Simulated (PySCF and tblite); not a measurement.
Values are calculated unless marked as measured or tabulated.
# Dynamics report: rotation

System: 3-hydroxybenzaldehyde, C7H6O2, numbered as in [O:1]=[CH:2][c:3]1[cH:4][cH:5][cH:6][c:7]([OH:8])[cH:9]1.

Motion: rotation about the C7–O8 bond (torsion C6–C7–O8–H from 180° to 360°, rising). Geometries: GFN2-xTB; energies: B3LYP/pcSseg-1 + D3(BJ); zero-point and thermal terms from GFN2-xTB harmonic modes (soft modes blended into free rotors). Rates follow Eyring's equation with the number of equivalent paths and no tunnelling. Programs: tblite and PySCF.

```json
{"point": "start", "symmetry": "Cs", "E(GFN2) kcal/mol": "0.0", "E(DFT) kcal/mol": "0.0", "ZPE change kcal/mol": "0.00", "lowest mode cm⁻¹": "101", "dipole D": "2.05"}
{"point": "saddle", "symmetry": "C1", "E(GFN2) kcal/mol": "6.5", "E(DFT) kcal/mol": "4.5", "ZPE change kcal/mol": "-0.80", "lowest mode cm⁻¹": "440i", "dipole D": "3.71"}
{"point": "end", "symmetry": "Cs", "E(GFN2) kcal/mol": "0.9", "E(DFT) kcal/mol": "0.9", "ZPE change kcal/mol": "-0.06", "lowest mode cm⁻¹": "97", "dipole D": "4.71"}
```

- Electronic barrier: 4.5 kcal/mol
- Barrier with zero-point energy: 3.7 kcal/mol
- ΔH‡ (298 K): 3.6 kcal/mol
- ΔS‡ (298 K, symmetry apart): -0.6 cal/(mol K)
- Paths: 2 equivalent paths
- End point: a different minimum
- Mean lifetime of the start against this motion at 298 K: 45 ps
- Cost: 2.8 min on 1 thread of Intel Xeon @ 2.50GHz, on a host shared with other jobs (rough), peak memory 0.88 GiB, launched as `OMP_NUM_THREADS=1 python ens_run.py task.json out`

```
T/K  ΔG‡ kcal/mol     k s⁻¹  ΔG kcal/mol  k back s⁻¹
150           3.7   2.6×10⁷          0.8     4.4×10⁸
200           3.7   7.6×10⁸          0.8     6.3×10⁹
250           3.7   5.9×10⁹          0.8    3.2×10¹⁰
298           3.7  2.2×10¹⁰          0.8    9.1×10¹⁰
350           3.8  6.3×10¹⁰          0.8    2.1×10¹¹
400           3.8  1.3×10¹¹          0.8    3.8×10¹¹
500           4.0  3.9×10¹¹          0.8    8.8×10¹¹
```

ΔG and ΔG‡ leave out symmetry numbers and mirror images; rates count paths: 2 out, 2 back.
